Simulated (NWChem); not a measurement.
Total energies of fluoroethane (C2H5F)

SMILES: CCF
```xyz
8

C     -1.1771     0.2668     0.0000
C      0.3188     0.4478     0.0000
F      0.9482    -0.7739     0.0000
H     -1.6835     1.2440     0.0000
H     -1.5017    -0.2907    -0.8912
H     -1.5017    -0.2907     0.8912
H      0.6514     1.0072     0.8922
H      0.6514     1.0072    -0.8922
```
Charge 0, spin multiplicity 1.

Everything below was run with NWChem. The geometry was optimised at PBE0/def2-SVP, a minimum by its harmonic frequencies.

Basis set: def2-SVP (67 functions).

```tsv
method	total energy (Ha)
RHF	-177.94378
MP2	-178.41749
B2PLYP	-178.74823
PBE	-178.70959
B3LYP	-178.92493
TPSS	-178.94513
CCSD(T)	-178.46311
```

Total energies of different functionals aren't comparable as a measure of quality: only differences taken within one method are. 

The correlated methods keep 3 core orbitals frozen. B3LYP has NWChem's definition, with VWN1-RPA local correlation. No row is a measurement; the coupled-cluster row has its own basis-set and correlation limits.
